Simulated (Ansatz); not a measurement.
The Pb1–H2 bond of H3NPb (SMILES [NH2][PbH]) is stretched (multiplicity 1, the rest rigid).
Geometry at rest (charge 0, multiplicity 1):
```tsv
atom	x (Å)	y (Å)	z (Å)
Pb	-0.0569	0.1346	0.1663
H	-0.7454	1.2445	-1.1645
N	0.5644	-1.2798	-1.2998
H	0.4288	-1.1744	-2.2940
H	1.0352	-2.1459	-1.0822
```

Cores are frozen in the correlated methods. Filled d and f shells under p-block atoms count as core.

Run with Ansatz (Gaussian basis) for Hartree–Fock, density functionals and correlated methods. Each number belongs to the level named beside it. In def2 rows elements past Kr take small-core potentials, without spin–orbit coupling.

FIC-MRCISD+Q on CASSCF(2,2)/def2-TZVPP, total energies (hartree):

| R (Å) | CASSCF | MRCISD | weight c² of the reference |
|---|---|---|---|
| 1.865 | -248.051541 | -248.339030 | 0.90693 |
| 3.263 | -247.985591 | -248.264878 | 0.90785 |
| 5.967 | -247.966788 | -248.243468 | 0.90886 |

Task: Add the Davidson correction (E_MRCISD − E_CASSCF)(1 − c²)/c² and give the energies above the first point at the three levels.

Result: 
Corrections (hartree): -0.029503, -0.028350, -0.027747. Above the first point (kcal/mol):
- R = 3.263 Å: CASSCF 41.4, MRCISD 46.5, with the correction 47.3
- R = 5.967 Å: CASSCF 53.2, MRCISD 60.0, with the correction 61.1

Ansatz is a first-principles code.
